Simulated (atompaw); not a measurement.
# Pseudopotential generation for Ho (Z = 67): PAW (atompaw), PBEsol, scalar-relativistic.

Input for atompaw 4.2.0.5:

```
Ho 67
GGA-PBESOL scalarrelativistic loggrid 2001 logderivrange -6 5 276
6 6 5 4 0 0
6 0 1
6 1 0
5 2 2
4 3 10
0 0 0
c
c
c
c
v
v
c
c
c
v
v
c
c
v
c
2
3.00 2.35 2.95 1.80
n
n
y
0.85
n
custom rrkj gramschmidtortho sinc
bessel
1.40
1.90
2.15
2.75
3.00
3.00
PWSCFOUT
UPFDX 0.0125d0 UPFXMIN -7.d0 UPFZMESH 67.d0
END
```

Command:

```bash
atompaw < Ho.input > Ho.log
```

Resulting log (summary file):

```
Completed calculations for Ho (AE)

 Exchange-correlation type: GGA, Perdew-Burke-Ernzerhof modified (PBEsol)

 Radial integration grid is logarithmic
 r0 =   1.0133651E-04 h =   6.7895459E-03   n =      2001 rmax =   8.0000000E+01

 Scalar relativistic calculation

 AEatom converged in  91 iterations
   nz     =  67.00
   delta  =       1.951074518073E-13

 All Electron Orbital energies:
  n  l      occupancy      energy
  1  0      2.0000000E+00 -4.0780062E+03
  2  0      2.0000000E+00 -6.8249381E+02
  3  0      2.0000000E+00 -1.5280551E+02
  4  0      2.0000000E+00 -3.0528868E+01
  5  0      2.0000000E+00 -3.9062926E+00
  6  0      1.0000000E+00 -2.9302806E-01
  2  1      6.0000000E+00 -6.0471135E+02
  3  1      6.0000000E+00 -1.2904192E+02
  4  1      6.0000000E+00 -2.2698356E+01
  5  1      6.0000000E+00 -2.0548536E+00
  6  1      0.0000000E+00 -8.6361392E-02
  3  2      1.0000000E+01 -9.8884690E+01
  4  2      1.0000000E+01 -1.2123561E+01
  5  2      2.0000000E+00 -1.1550257E-01
  4  3      1.0000000E+01 -5.9838973E-01

 Total energy
   Total                    :   -25223.98727351880370

 ---
 Completed calculations for Ho (SC)

 Exchange-correlation type: GGA, Perdew-Burke-Ernzerhof modified (PBEsol)

 Radial integration grid is logarithmic
 r0 =   1.0133651E-04 h =   6.7895459E-03   n =      2001 rmax =   8.0000000E+01

 Scalar relativistic calculation

 SCatom converged in   5 iterations
   nz     =  67.00
   delta  =       5.521813246628E-14

 Valence Electron Orbital energies:
  n  l      occupancy      energy
   5  0      2.0000000E+00 -3.9062926E+00
   6  0      1.0000000E+00 -2.9302806E-01
   5  1      6.0000000E+00 -2.0548536E+00
   6  1      0.0000000E+00 -8.6361390E-02
   5  2      2.0000000E+00 -1.1550256E-01

 Total energy
   Total                    :   -25223.98727351704292
   Valence                  :     -594.12231310651146

 PAW parameters:
       lmax =            2
         rc =    3.0121183536756688
        irc =         1518
   rc_shape =    2.3589359213531016
    rc_vloc =    2.9513841783729271
    rc_core =    1.8101420523964284
   Vloc: truncated form - Vps(r)=A.sin(qr)/r for r<rc
   Projector type: RRKJ pseudization + Gram-Schmidt ortho.
   Sinc^2 compensation charge shape zeroed at   2.3589E+00

 Number of basis functions     6
 No.   n  nodes  l      Energy         Cp coeff         Occ
  1    5    4    0   -0.3906293E+01  0.1000000E+01  0.2000000E+01
  2    6    5    0   -0.2930281E+00  0.4277033E+00  0.1000000E+01
  3    5    3    1   -0.2054854E+01  0.1000000E+01  0.6000000E+01
  4    6    4    1   -0.8636139E-01  0.3010012E+00  0.0000000E+00
  5    5    2    2   -0.1155026E+00  0.1000000E+01  0.2000000E+01
  6  999    3    2    0.8500000E+00  0.3146313E+00  0.0000000E+00

 Eigenvalues of overlap operator (in the basis of projectors):
    1        9.49561847E-02
    2        1.09093145E-01
    3        2.87607270E-01
    4        3.34509984E+00
    5        4.40840448E+00
    6        7.89401829E+00

 Orbital leakage outside PAW augmentation regions
   orb  is_core?  %out_of_sphere
   1 0    T           0.00
   2 0    T          -0.00
   3 0    T          -0.00
   4 0    T           0.00
   5 0    F           0.16
   6 0    F          72.96
   2 1    T           0.00
   3 1    T           0.00
   4 1    T           0.00
   5 1    F           1.31
   6 1    F          93.26
   3 2    T           0.00
   4 2    T           0.00
   5 2    F          42.37
   4 3    T           0.31

 Summary of PAW energies
   Total valence energy     :   -594.12231250748641
   Smooth energy            :     42.49606731935032
   One center               :   -636.61837982683676
   Smooth kinetic           :     24.45323925414701
   Vloc energy              :     27.42780287192442
   Smooth exch-corr         :    -15.01447005766512
   One-center xc            :   -516.60071126854416
```

The run took about 2 min on one core of a shared server CPU.
